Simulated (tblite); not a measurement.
Species: C₇H₁₅P.
Cartesian coordinates in Å at the GFN2-xTB level; atoms count from 1:
```
atom  x, y, z in Å
C1    -2.2544    1.3528    0.0891
C2    -1.4469    0.1307   -0.3392
C3    -1.6752   -1.0079    0.6504
C4     0.0374    0.5080   -0.4500
C5     0.8911   -0.5587   -1.1534
C6     2.2964   -0.5166   -0.5636
C7     2.1155   -0.4464    0.9476
P8     0.8105    0.8435    1.2425
H9    -1.8919    1.7103    1.0526
H10   -3.3087    1.1050    0.1869
H11   -2.1563    2.1570   -0.6371
H12   -1.7899   -0.1890   -1.3320
H13   -1.1796   -1.9222    0.3324
H14   -2.7383   -1.2165    0.7478
H15   -1.2872   -0.7251    1.6295
H16    0.0989    1.4482   -1.0112
H17    0.9051   -0.3902   -2.2313
H18    0.4641   -1.5467   -0.9763
H19    2.8797   -1.3913   -0.8574
H20    2.8189    0.3770   -0.9144
H21    1.7527   -1.4010    1.3400
H22    3.0316   -0.1882    1.4807
H23    1.6215    1.8947    0.7765
```

Method: GFN2-xTB as coded in tblite; computed harmonic values from a numerical Hessian at the method's own geometry, unscaled. The method is semi-empirical: single wavenumbers can be off by several per cent or more. Modes of hydrogen on phosphorus can be 10 to 20 % off. One conformer, not necessarily the lowest.

Harmonic wavenumbers (cm⁻¹): 55.5, 85.7, 183.5, 201.8, 236.6, 248.5, 287.6, 331.2, 411.2, 476.3, 492.2, 539.1, 656.5, 696.6, 757.3, 834.6, 874.3, 898.8, 910.0, 944.2, 947.1, 983.3, 985.4, 1028.0, 1037.1, 1080.9, 1087.1, 1111.4, 1134.1, 1170.0, 1192.8, 1197.7, 1231.7, 1252.0, 1268.2, 1313.9, 1317.0, 1325.5, 1337.9, 1404.6, 1418.3, 1448.6, 1480.7, 1484.2, 1490.3, 1496.9, 1499.3, 1509.0, 2207.8, 2899.5, 2902.9, 2944.2, 2960.2, 2973.8, 2978.6, 2981.7, 2994.3, 2996.5, 3010.1, 3025.1, 3028.8, 3035.1, 3037.3.

A = 2701, B = 1256, C = 1111 MHz; mass 130.091 u (most abundant isotopes); point group C1, symmetry number 1.

Question: What is the zero-point energy?

Answer: ½Σν̃ = 44665 cm⁻¹ = 127.70 kcal/mol.

Question: Entropy at 500 K, 1 bar (ideal gas, RRHO, classical rotation)?

Answer: Translation 43.10, rotation 30.38, vibration 46.22: S = 119.7 cal/(mol K).

Question: And Cp and H(500 K) − H(0)?

Answer: Cp = 61.84 cal/(mol K), of which vibrations give 53.89 (their classical limit is 63 R = 125.2); H(500 K) − H(0) = 16.69 kcal/mol without the zero-point energy, 12.71 from vibrations.

Question: Blend soft modes into free rotors: weight 1/[1 + (100 cm⁻¹/ν̃)⁴] for the oscillator and the rest for a rotor with moment μB/(μ + B), μ = h/(8π²ν), B = 10⁻⁴⁴ kg m². What vibrational entropy results?

Answer: 43.80 cal/(mol K) in place of 46.22, which changes −T·S at 500 K by +1.21 kcal/mol.

Question: What must be added to the electronic energy to get the Gibbs energy at 500 K and 1 bar?

Answer: ZPE + [H(500 K) − H(0)] − T·S = 127.70 + 16.69 − 59.85 = 84.54 kcal/mol.

Hindered rotation and anharmonicity are outside this model. Other conformers, if any are populated, would add a mixing term that is left out. The structure is chiral; the term R ln 2 for an equal mix with its mirror image is left out.

The run took 0.98 s on Arm Neoverse V1, one thread, shared host with 32 logical CPUs at a one-minute load of 19. This covers the Hessian and the dipole derivatives.
